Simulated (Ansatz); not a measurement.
Isomers of Si$_{3}$Au$_{2}$⁻ (doublet), relaxed with r2SCAN-D4/def2-SVPD; total energies from Ansatz at PBE0-D4/def2-TZVPD.

```csv
isomer,description,energy (Eh)
A,point group not assigned; 3 × Au–Si 2.35 to 2.45 Å; 2 × Si–Si 2.27 to 2.28 Å; 1 × Au–Au 3.08 Å,-1139.71237
B,point group Cs; 3 × Si–Si 2.20 to 2.37 Å; 1 × Au–Au 2.59 Å; 1 × Au–Si 2.28 Å,-1139.70468
C,point group C2v; 4 × Au–Si 2.50 Å; 2 × Si–Si 2.34 Å; 1 × Au–Au 3.02 Å,-1139.70900
D,point group not assigned; 4 × Au–Si 2.40 to 2.56 Å; 2 × Si–Si 2.32 to 2.38 Å,-1139.71521
```

In the def2 sets Au takes a core potential; there is no spin–orbit coupling.

The isomers come from a short search, and lower ones may exist.

Question: Work out the relative energies (1 Eh = 2625.5 kJ/mol) and the Boltzmann populations at 298 K from electronic energies alone (R = 8.314 J/mol/K).

Answer: ΔE: A 7.5, B 27.6, C 16.3, D 0.0 kJ/mol. RT = 2.48 kJ/mol. Factors exp(−ΔE/RT): A 0.0486, B 1.47e-05, C 0.0014, D 1; sum 1.050. Populations: A 4.6 %, B 0.0 %, C 0.1 %, D 95.2 %. Zero-point energy, vibrational entropy and symmetry numbers are left out and can shift these; an error of 4 kJ/mol changes a ratio by a factor of 5.0. Over the other density-functional and correlated levels in def2 sets, the gap between D and A ranges from 3 to 31 kJ/mol.
